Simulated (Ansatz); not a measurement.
Input file for Ansatz (an electronic-structure program): U-B3LYP/def2-TZVPP on H4SeSi (SMILES [SiH3][SeH]), a point of a bond scan (R = 1.325 Å).

Ansatz 0.2 input:
```yaml
crystal:
  periodic: [false, false, false]
  atoms:
    - {symbol: Si, position_ang: [-1.41089708, -0.55973432, 0.05076610]}
    - {symbol: Se, position_ang: [0.70615001, 0.32303231, -0.02768899]}
    - {symbol: H, position_ang: [-1.63370995, -1.31771293, 1.30126411]}
    - {symbol: H, position_ang: [-2.30799106, 0.61377758, 0.00171144]}
    - {symbol: H, position_ang: [-1.66952665, -1.44568471, -1.10514268]}
    - {symbol: H, position_ang: [1.28983284, -0.86517505, 0.02681194]}
basis:
  gaussian:
    orbitals: def2-TZVPP
hamiltonian:
  xc: {name: B3LYP}
magnetization: {spin_polarized: true, initial_magnetization: 0}
```

Program output:

```
WARN ansatz: RAYON_NUM_THREADS=1 ignored (pool sized by the plan → 1); use --threads N
Functional definition: B3LYP
integrals: 0.06 GiB planned
936 factors; their error is unknown
mean field: 0.76 GiB planned
mean field evaluation 1: about -73293.7320 eV, gradient 9.7e0 eV
mean field evaluation 2: about -73294.1549 eV, gradient 4.4e0 eV
mean field evaluation 4: about -73294.2769 eV, gradient 2.2e-1 eV
mean field evaluation 8: about -73294.2769 eV, gradient 1.6e-2 eV
mean field evaluation 16: about -73294.6127 eV, gradient 1.4e-5 eV
mean field -73294.61267591 eV, -2693.5273349667 hartree, gradient 1.4e-5 eV, S^2 0.000000; 0 other end points of the search recorded, 0 dependent functions left out
reference -73294.61290709 eV, -2693.5273434627 hartree; 26, 26 occupied and 120, 120 virtual orbitals, 936 factors
Total energy: -73294.61290709 eV, -2693.5273434627 hartree
```

The calculation finished and met its thresholds.

Cost: roughly 4 core-seconds.
